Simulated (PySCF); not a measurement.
H3MgN, SMILES [NH2][MgH]. The structure is a stationary point at B3LYP-D3(BJ)/def2-TZVP.

Computed equilibrium geometry at B3LYP-D3(BJ)/def2-TZVP (PySCF confirms it by a frequency run) as Cartesian coordinates in Å, and its point group:
point group C2v.
```xyz
5

Mg     0.0000     0.0000     0.7520
H      0.0000     0.0000     2.4445
N      0.0000     0.0000    -1.1407
H      0.0000     0.8123    -1.7416
H      0.0000    -0.8123    -1.7416
```
Charge 0, spin multiplicity 1.
